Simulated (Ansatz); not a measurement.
Reaction (cleavage of the Si–Ga bond): `[CH3][Ga]([CH3])[SiH3]` + `O[AsH2]` → `[SiH3]O[AsH2]` + `[CH3][GaH][CH3]`

Computed with Ansatz on PBE0-D4/def2-TZVP structures; ΔE is electronic, products minus reactants. CCSD(T)/CBS adds triple-zeta CCSD(T) − MP2 to the extrapolated MP2 energy (def2 sets, frozen cores). For As, Ga outer-core shells are correlated without core-valence functions, which leaves a few kJ/mol of doubt a bond. Scalar relativity is left out up to krypton.

```json
{"species": "`[CH3][Ga]([CH3])[SiH3]`", "SCS-MP2/def2-TZVPP energy (Eh)": "-2293.91900"}
{"species": "`O[AsH2]`", "SCS-MP2/def2-TZVPP energy (Eh)": "-2311.34123"}
{"species": "`[SiH3]O[AsH2]`", "SCS-MP2/def2-TZVPP energy (Eh)": "-2601.61703"}
{"species": "`[CH3][GaH][CH3]`", "SCS-MP2/def2-TZVPP energy (Eh)": "-2003.67523"}
```

Task: Work out ΔE.

Result: ΔE = (-2601.61703) + (-2003.67523) − (-2293.91900) − (-2311.34123) = -0.03203 Eh = -84.1 kJ/mol. CCSD(T)/CBS gives -72.8 kJ/mol.

Largest T1 diagnostic among the species: 0.012.

In def2-TZVPP, CCSD(T) changes the Hartree–Fock value by +27.1 kJ/mol (the triples alone add +3.2 kJ/mol) and MP2 by +20.2 kJ/mol. Leaving LDA and LC-ωPBE aside and taking each functional with its dispersion term where it has one, the values, not all of them listed here, spread over 33.9 kJ/mol, from BHLYP-D4 to PBE-D4. LDA lies −4.8 kJ/mol from PBE without D4.
